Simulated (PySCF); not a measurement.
**Assignment exercise: C₇H₁₆N₂**

Molfile (atoms numbered from 1):
```
C7H16N2
     RDKit          3D

 25 24  0  0  0  0  0  0  0  0999 V2000
    3.3452    0.8454   -0.7552 C   0  0  0  0  0  0  0  0  0  0  0  0
    2.4265   -0.1513   -0.2606 N   0  0  0  0  0  0  0  0  0  0  0  0
    1.1296    0.1983   -0.3460 N   0  0  0  0  0  0  0  0  0  0  0  0
    0.2167   -0.3403    0.3522 C   0  0  0  0  0  0  0  0  0  0  0  0
    0.4730   -1.3751    1.4220 C   0  0  0  0  0  0  0  0  0  0  0  0
   -1.2121    0.0789    0.0653 C   0  0  0  0  0  0  0  0  0  0  0  0
   -1.2463    1.0839   -1.0879 C   0  0  0  0  0  0  0  0  0  0  0  0
   -2.0367   -1.1534   -0.3282 C   0  0  0  0  0  0  0  0  0  0  0  0
   -1.8191    0.7383    1.3107 C   0  0  0  0  0  0  0  0  0  0  0  0
    3.5408    1.6487   -0.0327 H   0  0  0  0  0  0  0  0  0  0  0  0
    4.2887    0.3640   -1.0116 H   0  0  0  0  0  0  0  0  0  0  0  0
    2.9066    1.2822   -1.6497 H   0  0  0  0  0  0  0  0  0  0  0  0
    2.7364   -0.6229    0.5885 H   0  0  0  0  0  0  0  0  0  0  0  0
    1.2488   -1.0272    2.1086 H   0  0  0  0  0  0  0  0  0  0  0  0
    0.8195   -2.3051    0.9685 H   0  0  0  0  0  0  0  0  0  0  0  0
   -0.4196   -1.5850    2.0008 H   0  0  0  0  0  0  0  0  0  0  0  0
   -2.2707    1.3933   -1.2835 H   0  0  0  0  0  0  0  0  0  0  0  0
   -0.8327    0.6385   -1.9872 H   0  0  0  0  0  0  0  0  0  0  0  0
   -0.6527    1.9588   -0.8423 H   0  0  0  0  0  0  0  0  0  0  0  0
   -2.0930   -1.8741    0.4838 H   0  0  0  0  0  0  0  0  0  0  0  0
   -3.0504   -0.8544   -0.5873 H   0  0  0  0  0  0  0  0  0  0  0  0
   -1.5896   -1.6419   -1.1913 H   0  0  0  0  0  0  0  0  0  0  0  0
   -1.2289    1.6047    1.6004 H   0  0  0  0  0  0  0  0  0  0  0  0
   -1.8575    0.0513    2.1524 H   0  0  0  0  0  0  0  0  0  0  0  0
   -2.8335    1.0685    1.0981 H   0  0  0  0  0  0  0  0  0  0  0  0
  1  2  1  0
  2  3  1  0
  3  4  2  0
  4  5  1  0
  4  6  1  0
  6  7  1  0
  6  8  1  0
  6  9  1  0
  1 10  1  0
  1 11  1  0
  1 12  1  0
  2 13  1  0
  5 14  1  0
  5 15  1  0
  5 16  1  0
  7 17  1  0
  7 18  1  0
  7 19  1  0
  8 20  1  0
  8 21  1  0
  8 22  1  0
  9 23  1  0
  9 24  1  0
  9 25  1  0
M  END
```

In vacuum, a single conformation, non-relativistic Hamiltonian, fast rotation and ring inversion assumed for equivalent nuclei. NMR shieldings at PBE0/pcSseg-1/GIAO; coordinates at the GFN2-xTB level; PySCF.

Referencing at the same level of theory: 13C and 1H against TMS.

Q: Assign these signals to the numbered atoms. 13C{1H} NMR (computed): δ 145.0 (C), 41.1 (CH3), 40.4 (C), 29.7 (CH3), 10.1 (CH3).

A: 
145.0 → C4, C=N carbon
41.1 → C1, methyl carbon bonded to N: deshielded by the electronegative neighbour
40.4 → C6, quaternary sp3 carbon: a saturated carbon with 4 carbon neighbours and no heteroatom attached
29.7 → C7/C8/C9, methyl carbon: aliphatic region, no heteroatom directly attached
10.1 → C5, methyl carbon

C1 and C6 lie closer than the usual error of such a calculation, so a measured spectrum could show them in the other order.

Q: Assign these signals to the numbered atoms. 1H NMR (500 MHz, computed): δ 4.13 (br s, 1H), 3.25 (s, 3H), 1.62 (s, 3H), 1.07 (s, 9H).

A: 
4.13 → H13, hydrogen on a nitrogen bonded to O or N: exchangeable; this is the value without hydrogen bonding to other molecules
3.25 → H10/H11/H12, hydrogen on a methyl carbon bonded to N: its carbon carries N, which withdraws density
1.62 → H14/H15/H16, hydrogen on a methyl carbon
1.07 → H17/H18/H19/H20/H21/H22/H23/H24/H25, hydrogen on a methyl carbon

Exchangeable OH/NH protons stand at their gas-phase positions; hydrogen bonding in a real sample shifts them, mostly to higher δ. Shifts are as computed. Against solution values, carbons near 30 ppm lie about +3 ppm off and those near 130 ppm about +5 ppm. Of 1211 compounds with measured shifts, 218 miss one by over three times the rms of a fit or turn the order of signals round; such compounds aren't used in these exercises. Multiplicities follow the n + 1 count of equivalent neighbours, as no J values were calculated; m marks all less simple cases, F and P coupling included.
